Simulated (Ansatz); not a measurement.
cyclo-(H2GeS)2 (Ge₂H₄S₂). Total charge 0; singlet. Geometry PBE0-D4/def2-SVP.

Cartesian coordinates in Å:
```
Ge 0.836 -0.855 -0.877
H 2.363 -0.993 -0.753
H 0.290 -1.717 -2.028
S 0.202 1.289 -1.063
Ge -0.836 0.855 0.877
H -0.287 1.716 2.027
H -2.363 0.995 0.755
S -0.204 -1.290 1.062
```

(1) Estimate the orbital energies around the gap (eV) in Ansatz with HF/def2-TZVP, PBE-D4/def2-TZVPD, r2SCAN-D4/def2-TZVPD, PBE0-D4/def2-SVP, CAM-B3LYP-D4/def2-TZVP.

## Answers

(1) 
```csv
orbital,HF/def2-TZVP,PBE-D4/def2-TZVPD,r2SCAN-D4/def2-TZVPD,PBE0-D4/def2-SVP,CAM-B3LYP-D4/def2-TZVP
HOMO−9,-19.89,-14.07,-14.56,-15.80,-17.50
HOMO−8,-18.12,-12.58,-13.02,-14.17,-15.81
HOMO−7,-14.35,-9.51,-9.90,-10.91,-12.39
HOMO−6,-13.91,-9.50,-9.86,-10.84,-12.12
HOMO−5,-13.50,-8.97,-9.30,-10.19,-11.61
HOMO−4,-12.80,-8.85,-9.22,-10.18,-11.35
HOMO−3,-11.74,-7.90,-8.21,-9.07,-10.27
HOMO−2,-10.76,-7.15,-7.42,-8.20,-9.41
HOMO−1,-10.31,-6.30,-6.57,-7.42,-8.78
HOMO,-10.12,-6.19,-6.45,-7.31,-8.62
LUMO,2.15,-2.18,-1.91,-1.00,-0.16
LUMO+1,2.28,-2.00,-1.70,-0.85,-0.04
LUMO+2,3.50,-0.90,-0.46,0.69,1.22
LUMO+3,4.11,-0.51,-0.04,1.11,1.79
LUMO+4,4.57,-0.08,0.29,1.22,2.16
LUMO+5,4.62,0.11,0.59,1.81,2.40
```
